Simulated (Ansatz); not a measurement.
Calculated with Ansatz (gas phase, PBE0-D4/def2-TZVP geometries, no zero-point term in ΔE). CCSD(T)/CBS is the MP2 limit (def2-TZVPP, def2-QZVPP) plus CCSD(T) − MP2 in def2-TZVPP, frozen cores. This one scheme is used for every species. DFT in def2-TZVPP. B3LYP here is the variant with VWN-RPA as its local correlation; programs differ in this. One conformer a species, not always the lowest.

Consider the formal exchange of groups at a B–O bond: `OBO` + `[CH3][Al]([OH])[F]` → `[CH3][Al]([F])[BH]O` + `OO`.

`OBO`:

```xyz
6

O     0.905    0.001   -0.613
B    -0.225   -0.251    0.107
O    -0.861    0.773    0.723
H     1.282   -0.785   -1.011
H    -0.680   -1.354    0.218
H    -0.421    1.616    0.576
```

`[CH3][Al]([OH])[F]`:

```xyz
8

C     0.780    0.725    0.699
Al   -0.170   -0.564   -0.377
O    -1.770   -0.286   -0.841
F     0.554   -1.967   -0.870
H     0.287    0.859    1.666
H     0.791    1.704    0.212
H     1.812    0.422    0.883
H    -2.283   -0.893   -1.371
```

`[CH3][Al]([F])[BH]O`:

```xyz
10

C    -1.024   -1.566    0.556
Al    0.489   -0.622   -0.227
F     1.645   -1.572   -0.954
B     0.878    1.493   -0.233
O    -0.058    2.305   -0.787
H    -1.262   -2.481    0.006
H    -0.796   -1.864    1.586
H    -1.921   -0.943    0.596
H     1.871    2.011    0.221
H     0.178    3.238   -0.766
```

`OO`:

```xyz
4

O    -0.238    0.398    0.601
O    -0.264   -0.273   -0.657
H     0.475    1.033    0.457
H     0.027   -1.157   -0.401
```

```tsv
level	ΔE (kJ/mol)	difference from CCSD(T)/CBS
PBE-D4	622.3	-44.6
r2SCAN-D4	662.1	-4.8
PBE0-D4	644.7	-22.2
B3LYP-D4	652.8	-14.1
ωB97X-V	647.2	-19.7
ωB97M-V	660.1	-6.8
B2PLYP	668.5	1.6
PBE	622.5	-44.4
r2SCAN	662.3	-4.6
PBE0	645.1	-21.8
B3LYP	653.1	-13.8
HF/def2-TZVPP	694.6	27.7
MP2/def2-TZVPP	692.6	25.7
SCS-MP2/def2-TZVPP	677.2	10.3
CCSD/def2-TZVPP	667.5	0.6
CCSD(T)/def2-TZVPP	661.2	-5.7
HF/def2-QZVPP	697.3	30.4
MP2/def2-QZVPP	696.8	29.9
SCS-MP2/def2-QZVPP	682.0	15.1
HF/CBS(def2)	697.7	30.8
MP2/CBS(def2)	698.3	31.4
CCSD/CBS(def2)	673.1	6.2
CCSD(T)/CBS	666.9	0
```

Largest T1 diagnostic among the species: 0.013.

From PBE to PBE0 (25 % exact exchange), in def2-TZVPP and without D4, ΔE moves by +22.5 kJ/mol.
